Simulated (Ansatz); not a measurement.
Ansatz (a first-principles code) input (RI-MP2/def2-QZVPPD):
A basis named .json is the Basis Set Exchange file of that set.

Ansatz 0.2 input:
```yaml
crystal:
  periodic: [false, false, false]
  atoms:
    - {symbol: C, position_ang: [-2.70349600, -0.42430344, 0.12072105]}
    - {symbol: Sn, position_ang: [-0.58265597, -0.09144564, 0.02601773]}
    - {symbol: I, position_ang: [0.53980891, -1.71595707, -1.81731220]}
    - {symbol: I, position_ang: [-0.06539195, 2.47130838, -0.65336417]}
    - {symbol: I, position_ang: [0.55315964, -0.59407706, 2.42479129]}
    - {symbol: H, position_ang: [-2.86945045, -1.46312114, 0.39597233]}
    - {symbol: H, position_ang: [-3.11644328, 0.24577358, 0.87099945]}
    - {symbol: H, position_ang: [-3.12189194, -0.21208485, -0.86027562]}
basis:
  gaussian:
    orbitals: def2-QZVPPD.json
    fitting: {mean_field: def2-universal-jkfit, correlation: def2-QZVPPD-RIFIT.json}
total_charge: -1
magnetization: {spin_polarized: true, initial_magnetization: 1}
correlation: {method: mp2, electrons: outside_noble_gas}
```

End of the output:

```
integrals: 2.16 GiB planned
1001 factors; integrals over basis functions are off by at most 1.6e0 eV
2.07 GiB of device memory are held for the factors and their scratch space
mean field: 4.07 GiB planned
mean field evaluation 1: about -31104.2754 eV, gradient 2.0e1 eV
mean field evaluation 2: about -31105.7785 eV, gradient 1.6e1 eV
mean field evaluation 4: about -31106.7603 eV, gradient 1.4e0 eV
mean field evaluation 8: about -31106.8192 eV, gradient 4.3e-3 eV
mean field evaluation 16: about -31104.4711 eV, gradient 1.0e1 eV
mean field evaluation 32: about -31105.3083 eV, gradient 2.1e0 eV
mean field -31106.81920030 eV, -1143.1545206517 hartree, gradient 1.8e-6 eV, S^2 0.771357; 4 other end points of the search recorded, 0 dependent functions left out
37 core orbitals not correlated
1520 factors; their error is unknown
reference -31106.81920030 eV, -1143.1545206517 hartree; 17, 16 occupied and 469, 470 virtual orbitals, 1520 factors
second order -21.37780951 eV of doubles, -0.00000000 eV of singles
Total energy: -31128.19700981 eV, -1143.9401406608 hartree
```

This state (charge -1, doublet) is run at the relaxed geometry of the species with charge 0 and multiplicity 1.
